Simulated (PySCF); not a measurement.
**Si2H8NO2(+)**

Si2H8NO2(+) is a small molecule (built as: end group NH3+), charge +1, singlet. The structure, one conformer, was relaxed in the gas phase by PBE0-D3(BJ)/def2-SVP. No frequency run checks that it is a minimum.

SMILES: [NH3+][SiH2]O[SiH2]O

```xyz
13

O    -1.647    0.394    0.175
Si   -1.352   -0.291   -1.343
O     0.295   -0.536   -1.206
Si    1.588   -0.388   -0.235
N     0.821    0.375    1.330
H    -2.538    0.673    0.420
H    -1.622    0.673   -2.431
H    -2.036   -1.594   -1.487
H     2.146   -1.673    0.229
H     2.567    0.622   -0.683
H    -0.207    0.491    1.117
H     1.201    1.296    1.574
H     0.906   -0.216    2.164
```
(Å; atoms numbered from 1)

Shieldings: GIAO PBE0/pcSseg-2. Shifts are against computed references at the same level: H TMS (σ 31.24 ppm), Si TMS (σ 341.3 ppm). Core levels by delta-SCF with SCAN, pcX-2 on the ionised atom and pcseg-1 elsewhere, spin-free X2C (2p3/2 is the spin-free 2p value less a third of a first-order spin-orbit splitting); from the vacuum level, for chosen atoms.

Task: Give the NMR and core-level values of the distinct atoms.

Result: 
```csv
atoms,bonded to,σ (ppm),δ (ppm),core level (eV)
O1,1 Si + 1 H,271.7,-,1s 543.44
Si2,2 O + 2 H,353.2,-11.9,2p3/2 112.58
O3,2 Si,262.7,-,1s 542.87
Si4,1 N + 1 O + 2 H,366.5,-25.3,2p3/2 113.35
N5,1 Si + 3 H,219.7,-,1s 412.72
H6,1 O,28.64,2.61,-
H7,1 Si,25.65,5.60,-
H8,1 Si,25.65,5.60,-
H9 H10,1 Si,25.58,5.66,-
H11 H12 H13,1 N,25.55,5.70,-
```

Values are those of this one static structure, with the three H of a rotating XH3 group averaged; atoms that internal rotation interchanges would show their mean in an NMR spectrum. The mean hides a wide spread in H11 H12 H13 (σ from 21.4 to 27.6 ppm).

Task: Which of Si2, Si4 holds its core electrons tightest, and by how much against the loosest?

Result: Si4 (bonded to 1 N + 1 O + 2 H), by 0.77 eV over Si2 (bonded to 2 O + 2 H).

Task: By CAM-B3LYP/def2-SVPD (TDDFT singlets, Tamm-Dancoff triplets, ionisation by delta-SCF), where does absorption start, and what does vertical ionisation take?

Result: The first singlet with intensity lies at 7.90 eV (f 0.010); what lies below it is dark. The lowest singlet lies at 7.52 eV (f 0.000), the strongest of the first 6 at 9.11 eV (f 0.027), the lowest triplet at 7.08 eV; vertical ionisation takes 15.36 eV.
